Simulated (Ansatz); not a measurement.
Consider the redistribution: `O[SiH]([SiH3])O[SiH3]` + `O[Si](F)(Cl)Br` → `O[SiH](Br)O[SiH3]` + `O[Si](F)([SiH3])Cl`.

Gas-phase electronic energies from Ansatz, PBE0-D4/def2-TZVP geometries. CCSD(T)/CBS adds triple-zeta CCSD(T) − MP2 to the extrapolated MP2 energy (def2 sets, frozen cores). Functionals use def2-TZVPP. B3LYP here is the variant with VWN-RPA as its local correlation; programs differ in this. For Br outer-core shells are correlated without core-valence functions, which leaves a few kJ/mol of doubt a bond. Scalar relativity is left out up to krypton. Each species was taken in one conformer, which may not be the lowest.

| level | ΔE (kcal/mol) | difference from CCSD(T)/CBS |
| --- | --- | --- |
| PBE-D4 | -7.0 | 0.5 |
| ωB97M-V | -7.6 | -0.1 |
| B2PLYP | -7.8 | -0.3 |
| BLYP | -8.0 | -0.5 |
| r2SCAN | -7.2 | 0.3 |
| PBE0 | -7.3 | 0.2 |
| B3LYP | -8.0 | -0.5 |
| HF/def2-SVP | -9.2 | -1.7 |
| CCSD(T)/def2-TZVPP | -7.3 | 0.2 |
| SCS-MP2/def2-QZVPP | -7.7 | -0.2 |
| CCSD(T)/CBS | -7.5 | 0 |

Largest T1 diagnostic among the species: 0.013.

Leaving LDA and LC-ωPBE aside and taking each functional with its dispersion term where it has one, the values, not all of them listed here, spread over 1.9 kcal/mol, from BHLYP-D4 to B97M-V. In def2-TZVPP, CCSD(T) changes the Hartree–Fock value by +1.5 kcal/mol (the triples alone add +0.2 kcal/mol) and MP2 by +1.3 kcal/mol.
